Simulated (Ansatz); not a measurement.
CH2N (SMILES C#[NH+]) moved off its minimum; all values from Ansatz (a program for electronic structure), cores frozen in correlated methods.
(charge 1, multiplicity 1)
```xyz
4

C      0.05124    -0.00887    -0.49245
N     -0.07188    -0.12825     0.53117
H     -0.01729     0.07013    -1.61629
H     -0.20432    -0.04261     1.37023
```

```json
[
 {"level": "HF/def2-TZVPP", "largest force (eV/Å)": "16.81", "on atom": "C1", "rms difference from CCSD(T)/aug-cc-pVTZ (eV/Å)": "1.477", "dipole (D)": "-"},
 {"level": "PBE/def2-TZVPP", "largest force (eV/Å)": "20.04", "on atom": "C1", "rms difference from CCSD(T)/aug-cc-pVTZ (eV/Å)": "0.209", "dipole (D)": "-"},
 {"level": "r2SCAN/def2-TZVPP", "largest force (eV/Å)": "19.17", "on atom": "C1", "rms difference from CCSD(T)/aug-cc-pVTZ (eV/Å)": "0.496", "dipole (D)": "-"},
 {"level": "B3LYP/def2-TZVPP", "largest force (eV/Å)": "18.88", "on atom": "C1", "rms difference from CCSD(T)/aug-cc-pVTZ (eV/Å)": "0.617", "dipole (D)": "-"},
 {"level": "wB97M-V/def2-TZVPP", "largest force (eV/Å)": "18.97", "on atom": "C1", "rms difference from CCSD(T)/aug-cc-pVTZ (eV/Å)": "0.584", "dipole (D)": "-"},
 {"level": "MP2/aug-cc-pVTZ", "largest force (eV/Å)": "20.68", "on atom": "C1", "rms difference from CCSD(T)/aug-cc-pVTZ (eV/Å)": "0.101", "dipole (D)": "-"},
 {"level": "CCSD(T)/aug-cc-pVTZ", "largest force (eV/Å)": "20.40", "on atom": "C1", "rms difference from CCSD(T)/aug-cc-pVTZ (eV/Å)": "0.000", "dipole (D)": "-"}
]
```

The differences count from one level among others, with limits of its own. Forces at CCSD(T)/aug-cc-pVTZ (eV/Å):

| atom | Fx | Fy | Fz |
|---|---|---|---|
| C1 | 1.415 | 1.765 | -20.275 |
| N2 | -0.229 | -2.348 | 6.787 |
| H3 | 0.519 | -0.076 | 1.553 |
| H4 | -1.704 | 0.659 | 11.935 |
